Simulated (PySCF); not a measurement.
Electronic structure of Lu (lutetium, neutral) at the LDA level

Configuration: [Xe] 4f14 5d3, high-spin 4F determinant (an excited configuration). Computed with PySCF 2.14 in x2c-TZVPPall (11s7p7d2f2g, 99 functions), with scalar relativity by spin-free X2C-1e.

```json
{
 "Total energy": "-14553.67 hartree",
 "One-electron energy": "-19994.24 hartree",
 "Hartree (Coulomb) energy": "5736.17 hartree",
 "Exchange-correlation energy": "-295.59 hartree",
 "⟨S²⟩": "3.7510",
 "⟨L²⟩": "12.002",
 "Sum of ⟨r⟩": "44.57 bohr",
 "Sum of ⟨r²⟩": "75.83 bohr²",
 "Langevin diamagnetic susceptibility": "-60.1 ×10⁻⁶ cm³/mol"
}
```

```
shell  electrons  mean orbital energy (eV)  spread (eV)  rms radius, mean of both spins (bohr)
 1s β          1                  -62981.0            0                                 0.0219
 1s α          1                  -62981.0            0                                 0.0219
 2s α          1                  -10721.8            0                                 0.0886
 2s β          1                  -10721.8            0                                 0.0886
 2p α          3                   -9465.6            0                                 0.0801
 2p β          3                   -9465.5            0                                 0.0801
 3s α          1                   -2429.1            0                                  0.227
 3s β          1                   -2429.1            0                                  0.227
 3p α          3                   -2050.1            0                                  0.228
 3p β          3                   -2050.1            0                                  0.228
 3d α          5                   -1580.6        0.007                                  0.208
 3d β          5                   -1580.6        0.024                                  0.208
 4s α          1                   -481.11            0                                  0.508
 4s β          1                   -481.09            0                                  0.508
 4p α          3                   -356.00            0                                  0.541
 4p β          3                   -355.98            0                                  0.541
 4d α          5                   -189.38        0.038                                  0.591
 4d β          5                   -189.35        0.071                                  0.591
 5s α          1                   -59.238            0                                   1.25
 5s β          1                   -58.741            0                                   1.25
 5p α          3                   -30.405            0                                   1.50
 5p β          3                   -29.657            0                                   1.50
 4f α          7                    -7.951        0.037                                  0.836
 4f β          7                    -7.804        0.132                                  0.836
 5d α          3                    -1.679            0                                   3.78
```

Spin-orbit coupling, absent here, splits the open shell strongly.

Densities and radii are taken from the X2C orbitals without a picture-change correction, which distorts them close to the nucleus.
